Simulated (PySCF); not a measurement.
Compound: C2H9NSeSi.
SMILES with atom numbers: `[CH3:1][CH2:2][Se:3][SiH2:4][NH2:5]` (hydrogens: H6, H7, H8 on C1; H9, H10 on C2; H11, H12 on Si4; H13, H14 on N5)

Method: PBE0-D3(BJ)/def2-SVP geometry optimisation, gas phase in PySCF 2.14.0; density fitting, grid level 1; the optimiser is geomeTRIC in internal coordinates, started from a GFN2-xTB structure with every atom displaced at random (about 0.01 Å).

Step 2: E = -76911.1233 eV
```
atom  x, y, z in Å  |  force x, y, z in eV/Å
C1     -2.1681   -0.1759    0.4549   -0.008  -0.038  -0.006
C2     -1.5260    0.0550   -0.8976   -0.009  -0.005  -0.041
Se3     0.0737   -1.0509   -1.2210   -0.040  -0.003   0.045
Si4     1.4756    0.1112    0.1426    0.019   0.041   0.079
N5      3.0614   -0.2347   -0.4403   -0.019   0.024  -0.054
H6     -2.4232   -1.2373    0.5985    0.007   0.032  -0.005
H7     -1.5001    0.1179    1.2793    0.007   0.009  -0.007
H8     -3.0947    0.4147    0.5486    0.005   0.011  -0.005
H9     -1.2406    1.1074   -1.0445    0.005  -0.005   0.010
H10    -2.2101   -0.2136   -1.7166    0.013  -0.008   0.009
H11     1.4267   -0.2954    1.5817    0.051  -0.017  -0.019
H12     1.0080    1.5422    0.1042   -0.038  -0.025  -0.050
H13     3.2397   -0.1704   -1.4367    0.012   0.035   0.007
H14     3.8797    0.0249    0.0987   -0.005  -0.051   0.037
```

Step 3: E = -76911.1349 eV
```
atom  x, y, z in Å  |  force x, y, z in eV/Å
C1     -2.1857   -0.1361    0.4426    0.006   0.179  -0.072
C2     -1.5179    0.0269   -0.9082    0.112   0.077   0.098
Se3     0.0729   -1.1072   -1.1608   -0.002  -0.044   0.035
Si4     1.4890    0.0646    0.1870   -0.035  -0.085  -0.017
N5      3.0608   -0.1896   -0.4763   -0.048   0.060   0.056
H6     -2.4657   -1.1782    0.6305   -0.040  -0.157   0.004
H7     -1.5230    0.1808    1.2625    0.011   0.018   0.000
H8     -3.0994    0.4814    0.4933    0.029  -0.022   0.011
H9     -1.2093    1.0684   -1.0881   -0.027  -0.026   0.010
H10    -2.1880   -0.2608   -1.7279   -0.060  -0.044  -0.063
H11     1.5388   -0.4110    1.6051    0.027   0.045  -0.026
H12     0.9327    1.4616    0.2005    0.006   0.017   0.012
H13     3.2057   -0.0433   -1.4674    0.020   0.030  -0.077
H14     3.8911    0.0374    0.0590    0.001  -0.048   0.029
```

Step 4: E = -76911.1402 eV
```
atom  x, y, z in Å  |  force x, y, z in eV/Å
C1     -2.1984   -0.1013    0.4301    0.021   0.148  -0.066
C2     -1.5059    0.0047   -0.9137    0.091   0.069   0.102
Se3     0.0693   -1.1624   -1.1056    0.000  -0.037   0.028
Si4     1.4964    0.0231    0.2198   -0.027  -0.100  -0.069
N5      3.0513   -0.1484   -0.5056   -0.039   0.073   0.062
H6     -2.5024   -1.1318    0.6476   -0.035  -0.129   0.005
H7     -1.5411    0.2307    1.2484    0.006   0.007   0.001
H8     -3.0993    0.5361    0.4468    0.019  -0.023   0.007
H9     -1.1772    1.0346   -1.1210   -0.026  -0.021   0.003
H10    -2.1680   -0.2994   -1.7348   -0.046  -0.036  -0.052
H11     1.6344   -0.4919    1.6168   -0.002   0.049  -0.007
H12     0.8803    1.3928    0.2864    0.022   0.025   0.028
H13     3.1687    0.0668   -1.4882    0.018   0.013  -0.055
H14     3.8939    0.0415    0.0249   -0.001  -0.038   0.013
```

**Question.** Estimate the geometry and energy of step 5. (The exact step hangs on the optimiser's Hessian estimate; all steps are aligned on step 4, rigid shifts and turns removed.)

**Answer.** E = -76911.1427 eV, largest force 0.075 eV/Å
```
atom  x, y, z in Å  |  force x, y, z in eV/Å
C1     -2.2056   -0.0856    0.4236    0.010   0.040  -0.017
C2     -1.4977   -0.0045   -0.9126    0.020   0.018   0.035
Se3     0.0631   -1.1950   -1.0726    0.001  -0.014   0.013
Si4     1.4981    0.0037    0.2297    0.008  -0.053  -0.052
N5      3.0441   -0.1250   -0.5208   -0.020   0.069   0.017
H6     -2.5241   -1.1135    0.6478   -0.009  -0.031   0.001
H7     -1.5527    0.2483    1.2448    0.000  -0.003   0.001
H8     -3.0991    0.5612    0.4248    0.001  -0.010   0.000
H9     -1.1576    1.0185   -1.1316   -0.009  -0.007  -0.002
H10    -2.1565   -0.3151   -1.7363   -0.010  -0.010  -0.015
H11     1.6804   -0.5170    1.6183   -0.012   0.024   0.009
H12     0.8622    1.3631    0.3245    0.011   0.011   0.012
H13     3.1542    0.1231   -1.4972    0.014  -0.007  -0.007
H14     3.8933    0.0328    0.0096   -0.005  -0.027   0.005
```

The energy changes by -0.0025 eV. The first-order estimate −F·Δx gives -0.0046 eV and the mean of the old and new forces, exact on a quadratic surface, -0.0029 eV. The step makes an angle of 84° with the force vector and moves no atom by more than 0.059 Å.

What follows is the cost of the whole optimisation. Hardware: one thread of an Arm Neoverse V1, shared host with 32 logical CPUs at a one-minute load of 27. Cost: 2.3 min, 0.53 GiB resident at most.
